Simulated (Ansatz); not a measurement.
Cost and result for the atomization energy of `[OH][Ga]([SH])[Cl]` (6 atoms, 5 bonds).

Total charge 0; spin multiplicity 1. Correlated methods include outer-core shells of Ga, which these sets cover unevenly. Scalar relativity is left out up to krypton. Geometry: relaxed with PBE0-D4/def2-TZVP. It is one conformer, not always the lowest. Program: Ansatz. Hardware: A = 2 threads of an AMD EPYC 7R13 on a shared host; B = 2 threads of an AMD EPYC 7R13 on a shared host and a share of an NVIDIA H100 80 GB. Times are those of one run each, without the atoms' runs, and a repeat can differ threefold. Electronic energies, without spin–orbit coupling; frozen cores. CCSD(T)/CBS adds CCSD(T) − MP2 in def2-TZVPP to the MP2 limit, and its time is that of the two runs behind it. T1 = 0.013. With those shells the extrapolation isn't a true limit. B3LYP takes the VWN-RPA correlation (the form of Gaussian; ORCA's B3LYP/G).

CCSD(T)/CBS is a level of theory with its own doubt, some kJ/mol a heavy atom from the limit and from the frozen cores, so smaller differences don't rank the functionals.

```tsv
level	functions	wall time	atomization (kcal/mol)	difference from CCSD(T)/CBS	per bond
PBE-D4/def2-TZVPP (with forces) [A]	191	2.3 s	451.7	2.7	0.5
CCSD(T)/def2-TZVPP [B]	191	2.8 s	436.1	-12.9	-2.6
PBE0-D4/def2-TZVPP [A]	191	3.1 s	441.6	-7.4	-1.5
r2SCAN-D4/def2-TZVPP (with forces) [A]	191	4.5 s	449.8	0.8	0.1
B3LYP-D4/def2-TZVPP (with forces) [A]	191	4.6 s	435.8	-13.2	-2.6
B2PLYP/def2-TZVPP [A]	191	5.5 s	436.5	-12.5	-2.5
ωB97X-V/def2-TZVPP [A]	191	7 s	448.1	-0.9	-0.2
CCSD(T)/def2-QZVPP [B]	346	7.5 s	445.2	-3.8	-0.8
CCSD(T)/CBS(def2)	–	10 s	449.0	0.0	0.0
ωB97M-V/def2-TZVPP (with forces) [A]	191	11 s	445.8	-3.2	-0.6
```

In def2-TZVPP, CCSD(T) changes the Hartree–Fock value by +129.8 kcal/mol (the triples alone add +9.9 kcal/mol) and MP2 by +145.7 kcal/mol; breaking electron pairs costs correlation energy, which Hartree–Fock lacks. From PBE to PBE0 (25 % exact exchange), in def2-TZVPP and without D4, the atomization energy moves by −9.5 kcal/mol: exact exchange takes away binding that semilocal exchange gives to molecules. The D4 term adds +6.1 kcal/mol with B3LYP and +3.2 kcal/mol with PBE0; it sums over pairs of atoms, weighted by their polarisabilities, and B3LYP, whose exchange is more repulsive, gets the larger term.
